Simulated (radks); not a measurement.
Charge is removed step by step from the 4d level of neutral silver, starting from [Kr] 4d10 5s1. Calculated with a radial shooting solver on a logarithmic mesh with Libxc functionals: scalar-relativistic Kohn-Sham, r2SCAN, spin-unpolarised, spherical densities, finite nucleus; meta-GGA in the generalised Kohn-Sham scheme; Fermi nuclear charge, rms radius 4.5454 fm.

| removed (e) | E - E(0) (eV) | eigenvalue (eV) | E minus straight line (eV) |
|---|---|---|---|
| 0 | 0.000 | -7.696 | 0.000 |
| 0.125 | 1.046 | -9.054 | -0.636 |
| 0.25 | 2.265 | -10.454 | -1.099 |
| 0.375 | 3.662 | -11.892 | -1.386 |
| 0.5 | 5.240 | -13.367 | -1.490 |
| 0.625 | 7.005 | -14.877 | -1.407 |
| 0.75 | 8.960 | -16.419 | -1.134 |
| 0.875 | 11.110 | -17.992 | -0.666 |
| 1 | 13.459 | -19.596 | 0.000 |

Removing the whole electron costs 13.459 eV by Delta-SCF, against 7.696 eV from minus the eigenvalue at the starting occupation. Slater's transition state (half an electron removed) gives 13.367 eV. Integrating minus the eigenvalue over the occupation (Janak's theorem) gives 13.460 eV. In this scalar-relativistic scheme the density is built from large components alone, so the theorem holds only approximately. The mean slope of the eigenvalue, de/dn, is 11.9 eV per electron.
